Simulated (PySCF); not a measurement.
C3H10OSi2, SMILES C([SiH3])[SiH2]C(C)=O.

The structure is a stationary point at PBE0-D3(BJ)/def2-SVP. This is a generated structure with no PubChem entry under its InChIKey; it may be hypothetical. One conformer was computed; it need not be the lowest.

These are PySCF with SMD-PBE0/def2-SVP values and carry that method's errors.

Solvation free energies are E(SMD) − E(gas) at the gas-phase geometry, for 1 M in both phases. In vacuum the dipole moment is 1.92 D.

Question: Estimate the solvation free energies in water, ethanol, tetrahydrofuran. (Estimate from the structure and the level; the computed values follow.)

Answer: 
| solvent | ΔG(solv) (kcal/mol) | its non-electrostatic (CDS) part | dipole (D) |
|---|---|---|---|
| water | 0.0 | 5.7 | 2.82 |
| ethanol | -4.1 | 1.0 | 2.71 |
| tetrahydrofuran | -3.8 | -0.9 | 2.38 |
